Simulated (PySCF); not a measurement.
## Radial density of Ir⁺ (iridium, charge +1)

UHF, [Xe] 4f14 5d6 6s1 7s1, high-spin 7D determinant (an excited configuration). Calculation: PySCF 2.14, in x2c-TZVPPall with one added diffuse shell each of s, p, d, f type (12s8p8d4f1g, 113 functions); scalar relativity by spin-free X2C-1e.

```csv
r (bohr),4πr²ρ (e/bohr),4πr²(ρα − ρβ)
0.0135,106.4,0.0008
0.0227,93.29,-0.0036
0.0383,124.4,0.0260
0.0643,136.1,0.1513
0.108,113.5,0.3147
0.182,118.3,-0.0044
0.306,72.83,0.4611
0.515,64.43,0.0622
0.866,21.40,1.5511
1.46,9.102,3.1962
2.45,1.683,1.2052
4.12,0.2370,0.2205
6.93,0.1791,0.1791
11.7,0.01279,0.0128
19.6,6.610e-05,0.0001
```

Densities and radii are taken from the X2C orbitals without a picture-change correction, which distorts them close to the nucleus.

Spin-orbit coupling, absent here, splits the open shell strongly. The outer electron is Rydberg-like, and this basis confines it to a smaller radius and binds it less than a complete one would.

(1) Where is the radial spin density 4πr²(ρα − ρβ) most negative, and why is it negative at all?

Answers

(1) Around r = 0.182 bohr, down to -0.0044 e/bohr: exchange with the open shell polarises the paired shells in an unrestricted calculation.
